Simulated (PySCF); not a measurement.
## BiH: frontier orbitals

CAM-B3LYP at R = 1.796 Å; Bi def2-TZVPP with ECP60, H def2-TZVPP; scalar-relativistic core potentials (PySCF 2.14). State: ³Σ⁻ (triplet), unpaired electrons π ↑↑. Only the outer orbitals are listed, counted within each symmetry, core potentials removing the inner ones.

| spin | orbital | occ. | ε (eV) | on Bi (%) | main shells (%) |
| --- | --- | --- | --- | --- | --- |
| α | 4σ | 1 | -18.51 | 92 | 92 Bi s |
| α | 5σ | 1 | -9.83 | 55 | 48 Bi p, 44 H s |
| α | 3π | 1 | -7.24 | 100 | 100 Bi p |
| α | 3π | 1 | -7.24 | 100 | 100 Bi p |
| α | 6σ | 0 | 0.99 | 58 | 59 Bi p, 44 H s |
| α | 7σ | 0 | 4.06 | 95 | 95 Bi p |
| α | 4π | 0 | 4.27 | 100 | 100 Bi p |
| β | 4σ | 1 | -16.92 | 89 | 88 Bi s, 11 H s |
| β | 5σ | 1 | -9.57 | 53 | 47 H s, 43 Bi p, 9 Bi s |
| β | 3π | 0 | -1.97 | 100 | 100 Bi p |
| β | 3π | 0 | -1.97 | 100 | 100 Bi p |
| β | 6σ | 0 | 1.16 | 64 | 66 Bi p, 37 H s |

Task: Which are the highest filled and the lowest empty level, where do they sit, and how wide is the gap?

Result: Highest filled α 3π at -7.24 eV (in %: 100 Bi p); lowest empty β 3π at -1.97 eV (in %: 100 Bi p); the gap at CAM-B3LYP is 5.27 eV. Both belong to one degenerate shell, split only by its one-sided filling, so this is no excitation gap.

The bond order (Mayer) is 0.98. The ⟨S²⟩ is 2.004. The charge on Bi (Mulliken, basis-dependent) is 0.12, the charge on Bi (Löwdin, basis-dependent) is 0.18 and the dipole moment (positive dipole means Bi(−)H(+)) is -0.71 D. The polarisability along the bond is 47.3 bohr³ and the polarisability across the bond is 33.4 bohr³.

Spin–orbit coupling is left out, which matters for elements this heavy, above all for dissociation energies. The state was picked by a PBE0 search and need not be the measured ground state.
